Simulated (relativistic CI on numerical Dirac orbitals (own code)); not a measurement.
## Calculated levels, Rb¹⁹⁺

Computed by Dirac-Coulomb-Breit CI, separate exchange-only KLI orbitals for each configuration, QED by a radiative potential, unscaled Slater integrals (own radial code, finite nucleus).

CI space (outside the closed core [Ne]): 3s2 3p6, 3s2 3p5 3d, 3s 3p6 3d, 3s2 3p5 4s, 3s2 3p5 4p, 3s2 3p5 4d, 3s 3p6 4s, 3s2 3p5 4f, 3p6 3d2, 3p5 3d3, 3p5 3d2 4s, 3p5 3d2 4p, 3p5 3d2 4d, 3p6 3d 4s, 3p5 3d 4s2, 3p5 3d 4s 4p, 3p5 3d 4s 4d. Double excitations out of closed p, d and f shells are left out; levels of such configurations are missing from the list, as are those of other unlisted configurations, and high levels can miss mixing partners. These lack a partner that the ground configuration has and come out too high: 3s2 3p5 4f.

```
No.  Configuration  Term  J   E (eV)    %  Lifetime (s)
  1        3s2 3p6    1S  0    0.000  100              
  2     3s2 3p5 3d   3P°  0   91.629  100              
  3     3s2 3p5 3d   3P°  1   93.310   94      1.41e-08
  4     3s2 3p5 3d   3P°  2   96.787   80      1.20e-03
  5     3s2 3p5 3d   3F°  4   97.807  100              
  6     3s2 3p5 3d   3F°  3   97.929   76      7.57e-01
  7     3s2 3p5 3d   3F°  2  100.520   51      2.46e-03
  8     3s2 3p5 3d   3D°  3  104.937   63      1.01e-03
  9     3s2 3p5 3d   3D°  1  109.040   92      1.14e-10
 10     3s2 3p5 3d   3F°  2  110.216   46      7.48e-05
 11     3s2 3p5 3d   3D°  2  113.606   54      6.90e-05
 12     3s2 3p5 3d   1F°  3  114.813   46      4.50e-05
 13     3s2 3p5 3d   1P°  1  138.450   97      1.67e-12
 14      3s 3p6 3d    3D  1  186.859  100      7.38e-12
 15      3s 3p6 3d    3D  2  187.641   99      7.35e-12
 16      3s 3p6 3d    3D  3  189.179  100      7.34e-12
 17      3s 3p6 3d    1D  2  197.531   98      7.52e-12
 18        3p6 3d2    3F  2  380.030   96              
 19        3p6 3d2    3F  3  381.702  100              
 20        3p6 3d2    3F  4  383.402   98              
 21        3p6 3d2    1D  2  386.930   60              
 22        3p6 3d2    3P  0  386.987   98              
 23        3p6 3d2    3P  1  387.793  100              
 24        3p6 3d2    3P  2  389.690   63              
 25        3p6 3d2    1G  4  390.234   98              
 26     3s2 3p5 4s   3P°  2  399.114  100      2.06e-09
 27     3s2 3p5 4s   1P°  1  400.586   57      1.99e-12
 28        3p6 3d2    1S  0  402.598   98              
 29     3s2 3p5 4s   3P°  0  411.560  100      2.08e-09
 30     3s2 3p5 4s   3P°  1  412.465   57      2.81e-12
 31     3s2 3p5 4p    3S  1  423.111   74      3.22e-12
 32     3s2 3p5 4p    3D  2  425.825   55      3.03e-12
 33     3s2 3p5 4p    3D  3  429.012  100      3.30e-12
 34     3s2 3p5 4p    1P  1  429.412   50      3.34e-12
 35     3s2 3p5 4p    3P  2  431.251   68      3.11e-12
 36     3s2 3p5 4p    3P  0  435.458   85      3.07e-12
 37     3s2 3p5 4p    3D  1  437.992   66      3.17e-12
 38     3s2 3p5 4p    3P  1  442.091   61      3.23e-12
 39     3s2 3p5 4p    3D  2  442.500   44      3.23e-12
 40     3s2 3p5 4p    1S  0  446.643   85      3.37e-12
 41    3p5 3d3(4F)   5D°  2  465.564   57              
 42    3p5 3d3(4F)   5D°  1  465.757   74              
 43    3p5 3d3(4F)   5D°  3  465.849   49              
 44    3p5 3d3(4F)   5D°  0  466.142   98              
 45    3p5 3d3(4F)   5F°  4  466.644   49
```

Energies count from the lowest computed level; ° marks odd parity; lifetimes are radiative, by E1, M1, E2, M2, E3 decay to levels of this space only; some are left blank where a channel outside the calculation adds to the decay or the decay crosses a small, uncertain gap. Percentages are summed over parent terms; the parents shown are those of the largest component, closed shells are left out there.

The mean weight of the leading LS term, summed over parents, in these 45 levels is 79 %, and that of the leading jj configuration (from the same eigenvectors) 82 %.

At this charge energies of transitions that change n are usually good to better than 1 %, and those within a shell (Δn = 0) to a few per cent.

LS names give the leading component of a level, which can be under half, so a name can repeat, a term be missing and a line seem to break the LS rules.
